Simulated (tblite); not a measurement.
A geometry optimisation, step by step.

C₂H₁₁NSi₂.
Bonds: C1–C2, C2–Si3, Si3–Si4, Si4–N5. Hydrogens: H6, H7, H8 on C1; H9, H10 on C2; H11, H12 on Si3; H13, H14 on Si4; H15, H16 on N5.

Computed with GFN2-xTB (tblite), gas phase: L-BFGS steps from a force-field or distance-geometry start until the largest atomic force falls under 0.01 eV/Å. 11 of its 195 geometries are shown.

Step 0: E = -442.0041 eV, largest atomic force 2.221 eV/Å
```
atom  x, y, z in Å  |  force x, y, z in eV/Å
C1     -2.076    0.493    0.243    0.251   1.280   0.281
C2     -1.250   -0.399    1.131   -0.969  -1.183   1.611
Si3     0.008   -1.253    0.074    0.051  -1.171  -0.547
Si4     1.944   -0.173   -0.106    1.097   0.400   0.203
N5      1.865    1.540    0.136    0.069  -0.161  -0.182
H6     -1.448    0.673   -0.658   -1.037   0.385   0.355
H7     -3.038    0.009   -0.006    0.602   0.620  -0.025
H8     -2.204    1.453    0.820   -0.424  -0.734  -1.068
H9     -0.806    0.136    2.004   -0.358  -0.358  -0.644
H10    -1.929   -1.195    1.554    0.622   0.798   0.002
H11     0.195   -2.622    0.594   -0.033   0.048  -0.100
H12    -0.514   -1.374   -1.310   -0.141  -0.221   0.244
H13     2.438   -0.429   -1.460    0.211   0.247  -0.016
H14     2.875   -0.891    0.810    0.102   0.263  -0.144
H15     1.290    1.923    0.889    0.659  -0.005  -0.543
H16     2.643    2.119   -0.191   -0.701  -0.206   0.573
```

Step 19: E = -442.5063 eV, largest atomic force 0.163 eV/Å
```
atom  x, y, z in Å  |  force x, y, z in eV/Å
C1     -2.100    0.569    0.276   -0.023  -0.062   0.048
C2     -1.287   -0.427    1.108    0.089   0.022  -0.097
Si3     0.015   -1.352    0.043    0.030   0.076   0.040
Si4     2.038   -0.233   -0.130   -0.037  -0.033   0.009
N5      1.805    1.469    0.069    0.003   0.008  -0.036
H6     -1.551    0.907   -0.604   -0.029   0.046   0.154
H7     -3.021    0.101   -0.064    0.000   0.022  -0.101
H8     -2.367    1.438    0.875   -0.047   0.022  -0.072
H9     -0.791    0.121    1.913    0.056  -0.111   0.006
H10    -1.965   -1.136    1.591    0.067   0.088  -0.007
H11     0.202   -2.693    0.620    0.012  -0.003   0.049
H12    -0.627   -1.596   -1.259    0.012  -0.006  -0.006
H13     2.664   -0.303   -1.458   -0.037  -0.020   0.033
H14     3.063   -0.753    0.805   -0.052  -0.046  -0.013
H15     1.317    1.839    0.869   -0.043  -0.079   0.003
H16     2.598    2.057   -0.130   -0.001   0.076  -0.012
```

Step 39: E = -442.5754 eV, largest atomic force 0.169 eV/Å
```
atom  x, y, z in Å  |  force x, y, z in eV/Å
C1     -2.072    0.616    0.292   -0.019   0.043  -0.008
C2     -1.239   -0.382    1.094    0.003   0.010  -0.054
Si3     0.022   -1.371    0.035   -0.054  -0.039   0.012
Si4     2.043   -0.266   -0.171   -0.155  -0.053  -0.040
N5      1.744    1.419    0.047   -0.039   0.019  -0.027
H6     -1.446    1.234   -0.353   -0.002  -0.069   0.066
H7     -2.804    0.105   -0.336    0.142   0.004   0.051
H8     -2.615    1.278    0.968   -0.033  -0.003  -0.055
H9     -0.689    0.168    1.864   -0.027  -0.050  -0.017
H10    -1.921   -1.048    1.630    0.084  -0.002  -0.068
H11     0.224   -2.665    0.718   -0.027   0.051  -0.005
H12    -0.606   -1.729   -1.251   -0.014   0.056   0.087
H13     2.685   -0.327   -1.486    0.008   0.010  -0.029
H14     3.021   -0.834    0.774    0.104   0.015   0.056
H15     1.170    1.722    0.818    0.020   0.028   0.004
H16     2.475    2.090   -0.119    0.011  -0.022   0.026
```

Step 58: E = -442.5969 eV, largest atomic force 0.059 eV/Å
```
atom  x, y, z in Å  |  force x, y, z in eV/Å
C1     -2.021    0.620    0.289    0.002   0.027   0.014
C2     -1.230   -0.382    1.121   -0.010  -0.008   0.004
Si3     0.011   -1.383    0.065   -0.002  -0.049  -0.007
Si4     2.015   -0.272   -0.187    0.044   0.032   0.024
N5      1.713    1.417    0.022   -0.020   0.014  -0.002
H6     -1.355    1.310   -0.226    0.009   0.001   0.012
H7     -2.613    0.101   -0.463   -0.002   0.021   0.018
H8     -2.699    1.201    0.915    0.003  -0.003  -0.025
H9     -0.697    0.150    1.914   -0.018   0.001   0.000
H10    -1.929   -1.051    1.625   -0.018  -0.016  -0.011
H11     0.189   -2.682    0.740    0.012   0.026  -0.008
H12    -0.669   -1.699   -1.202    0.016  -0.010   0.020
H13     2.626   -0.332   -1.519    0.000  -0.011  -0.012
H14     3.046   -0.785    0.745   -0.012  -0.002  -0.024
H15     1.140    1.723    0.791   -0.014  -0.002   0.016
H16     2.465    2.074   -0.109    0.009  -0.023  -0.020
```

Step 78: E = -442.6103 eV, largest atomic force 0.063 eV/Å
```
atom  x, y, z in Å  |  force x, y, z in eV/Å
C1     -1.934    0.684    0.304    0.014  -0.013   0.021
C2     -1.310   -0.445    1.118    0.005  -0.010   0.000
Si3     0.024   -1.410    0.143   -0.006  -0.001  -0.011
Si4     1.987   -0.260   -0.217    0.032   0.019   0.028
N5      1.664    1.425   -0.010   -0.035   0.026  -0.004
H6     -1.182    1.406   -0.005    0.023  -0.004  -0.011
H7     -2.409    0.289   -0.590   -0.001  -0.015  -0.022
H8     -2.693    1.210    0.883   -0.009   0.015   0.023
H9     -0.881   -0.033    2.035   -0.009  -0.013  -0.028
H10    -2.102   -1.128    1.433    0.025   0.011  -0.002
H11     0.308   -2.638    0.907   -0.062  -0.012  -0.002
H12    -0.619   -1.841   -1.110    0.011  -0.031   0.040
H13     2.498   -0.332   -1.590    0.022   0.002  -0.017
H14     3.095   -0.740    0.643   -0.042   0.002  -0.034
H15     1.158    1.730    0.805    0.024   0.014   0.013
H16     2.388    2.091   -0.226    0.007   0.009   0.005
```

Step 97: E = -442.6150 eV, largest atomic force 0.018 eV/Å
```
atom  x, y, z in Å  |  force x, y, z in eV/Å
C1     -1.905    0.691    0.304    0.014  -0.001  -0.012
C2     -1.325   -0.466    1.109    0.006   0.004   0.002
Si3     0.020   -1.431    0.154    0.001   0.002  -0.001
Si4     1.959   -0.238   -0.226   -0.005  -0.001   0.006
N5      1.645    1.448   -0.005    0.001  -0.001   0.004
H6     -1.123    1.390    0.013   -0.002   0.006  -0.002
H7     -2.377    0.320   -0.604   -0.012   0.001  -0.003
H8     -2.655    1.235    0.878    0.007  -0.008  -0.001
H9     -0.909   -0.080    2.043   -0.005   0.001  -0.006
H10    -2.135   -1.141    1.393    0.008   0.005  -0.005
H11     0.288   -2.639    0.953    0.005  -0.007   0.003
H12    -0.598   -1.919   -1.090   -0.009   0.004   0.013
H13     2.461   -0.295   -1.604   -0.004   0.003   0.001
H14     3.071   -0.727    0.618    0.005  -0.006  -0.005
H15     1.208    1.758    0.849    0.003  -0.009   0.005
H16     2.368    2.103   -0.260   -0.011   0.006   0.000
```

Step 116: E = -442.6170 eV, largest atomic force 0.034 eV/Å
```
atom  x, y, z in Å  |  force x, y, z in eV/Å
C1     -1.872    0.697    0.279   -0.007   0.007  -0.023
C2     -1.322   -0.462    1.102    0.001   0.011   0.001
Si3     0.021   -1.450    0.169   -0.001   0.006   0.006
Si4     1.943   -0.236   -0.233    0.003  -0.012  -0.010
N5      1.610    1.439    0.047   -0.011  -0.005  -0.003
H6     -1.075    1.377   -0.016   -0.006  -0.011   0.013
H7     -2.345    0.324   -0.627   -0.008  -0.002  -0.008
H8     -2.616    1.262    0.839    0.008  -0.009   0.007
H9     -0.914   -0.075    2.039    0.005   0.003   0.005
H10    -2.145   -1.123    1.380   -0.002   0.005   0.000
H11     0.303   -2.639    0.990   -0.002  -0.011   0.014
H12    -0.611   -1.970   -1.054    0.014   0.007  -0.001
H13     2.401   -0.243   -1.627   -0.003   0.003  -0.006
H14     3.085   -0.739    0.561   -0.003   0.006  -0.009
H15     1.252    1.723    0.945   -0.019  -0.009   0.024
H16     2.277    2.123   -0.270    0.032   0.010  -0.007
```

Step 136: E = -442.6201 eV, largest atomic force 0.037 eV/Å
```
atom  x, y, z in Å  |  force x, y, z in eV/Å
C1     -1.846    0.701    0.229   -0.001  -0.003   0.004
C2     -1.318   -0.440    1.091   -0.004   0.004   0.004
Si3     0.033   -1.468    0.214   -0.007  -0.013   0.003
Si4     1.922   -0.234   -0.270    0.002   0.007   0.007
N5      1.588    1.416    0.132    0.011   0.009  -0.005
H6     -1.037    1.361   -0.071    0.001   0.009  -0.006
H7     -2.317    0.312   -0.671   -0.002  -0.010  -0.006
H8     -2.587    1.289    0.771   -0.003  -0.003  -0.009
H9     -0.919   -0.026    2.021   -0.004  -0.017   0.001
H10    -2.152   -1.085    1.378    0.006  -0.002   0.005
H11     0.307   -2.621    1.089    0.016   0.015   0.017
H12    -0.571   -2.052   -0.994   -0.018   0.008  -0.005
H13     2.251   -0.151   -1.696    0.024  -0.006  -0.022
H14     3.138   -0.747    0.398   -0.021  -0.017  -0.020
H15     1.261    1.628    1.061   -0.010   0.023   0.027
H16     2.239    2.127   -0.160    0.008  -0.003   0.007
```

Step 155: E = -442.6248 eV, largest atomic force 0.024 eV/Å
```
atom  x, y, z in Å  |  force x, y, z in eV/Å
C1     -1.835    0.688    0.169   -0.010   0.002  -0.003
C2     -1.325   -0.420    1.082    0.004   0.007  -0.003
Si3     0.041   -1.469    0.257    0.004  -0.001   0.008
Si4     1.881   -0.209   -0.336    0.003   0.008   0.004
N5      1.615    1.402    0.237    0.021  -0.006  -0.011
H6     -1.018    1.336   -0.141   -0.011   0.000   0.000
H7     -2.291    0.265   -0.724    0.005   0.004   0.003
H8     -2.584    1.299    0.674   -0.006  -0.005  -0.007
H9     -0.940    0.025    2.002   -0.006   0.000   0.009
H10    -2.164   -1.054    1.379    0.011  -0.001  -0.003
H11     0.376   -2.538    1.216   -0.004   0.001   0.000
H12    -0.574   -2.156   -0.889    0.005   0.001  -0.010
H13     2.097   -0.009   -1.774   -0.008  -0.004   0.007
H14     3.138   -0.802    0.170   -0.006   0.001  -0.006
H15     1.281    1.536    1.178    0.007   0.004   0.015
H16     2.296    2.114    0.022   -0.007  -0.009  -0.005
```

Step 175: E = -442.6290 eV, largest atomic force 0.084 eV/Å
```
atom  x, y, z in Å  |  force x, y, z in eV/Å
C1     -1.844    0.662    0.073    0.009   0.001   0.007
C2     -1.366   -0.394    1.061    0.013  -0.006   0.020
Si3     0.058   -1.453    0.358    0.020  -0.001  -0.027
Si4     1.814   -0.162   -0.404   -0.056   0.000   0.062
N5      1.724    1.358    0.416    0.015   0.000  -0.046
H6     -1.038    1.351   -0.169    0.007  -0.014  -0.016
H7     -2.184    0.193   -0.846   -0.006   0.007  -0.038
H8     -2.672    1.237    0.485   -0.025   0.017   0.015
H9     -1.039    0.100    1.979   -0.022  -0.011   0.000
H10    -2.209   -1.031    1.337    0.016  -0.006   0.014
H11     0.441   -2.401    1.419   -0.004   0.005   0.016
H12    -0.502   -2.289   -0.717   -0.006   0.013   0.002
H13     1.750    0.229   -1.814    0.010   0.013  -0.055
H14     3.111   -0.846   -0.238    0.029  -0.006   0.002
H15     1.569    1.372    1.410   -0.001  -0.006   0.051
H16     2.379    2.084    0.173    0.001  -0.006  -0.009
```

Step 194: E = -442.6306 eV, largest atomic force 0.009 eV/Å
```
atom  x, y, z in Å  |  force x, y, z in eV/Å
C1     -1.883    0.637    0.042    0.005  -0.002  -0.002
C2     -1.383   -0.385    1.055    0.003  -0.003   0.003
Si3     0.061   -1.432    0.377    0.003   0.004  -0.002
Si4     1.803   -0.141   -0.412   -0.003   0.006   0.000
N5      1.795    1.344    0.475    0.000  -0.007   0.003
H6     -1.084    1.322   -0.233   -0.001   0.002  -0.002
H7     -2.233    0.141   -0.861   -0.001   0.002  -0.001
H8     -2.709    1.221    0.449    0.000  -0.002  -0.002
H9     -1.069    0.139    1.961    0.002   0.000   0.002
H10    -2.210   -1.034    1.349   -0.003   0.001   0.001
H11     0.450   -2.351    1.462   -0.001   0.001   0.000
H12    -0.488   -2.292   -0.684    0.000  -0.002   0.000
H13     1.685    0.315   -1.803   -0.001  -0.001   0.006
H14     3.094   -0.858   -0.343   -0.005   0.002   0.002
H15     1.722    1.315    1.480    0.000  -0.005  -0.008
H16     2.443    2.069    0.210    0.001   0.002  -0.001
```

**Question.** Summarise the path.

**Answer.** The energy falls by 14.45 kcal/mol from step 0 to step 194; nine tenths of that is first reached at step 37. It falls at every step. The largest force goes from 2.221 to 0.009 eV/Å. Among the bonds Si3–Si4 changes most, from 2.224 to 2.307 Å; the atoms move by 0.756 Å rms after alignment.

What follows is the cost of the whole relaxation. The run took 2.7 s of wall time on one thread, Intel Xeon at 2.70 GHz (x86_64), shared host with 64 logical CPUs at a one-minute load of 62.
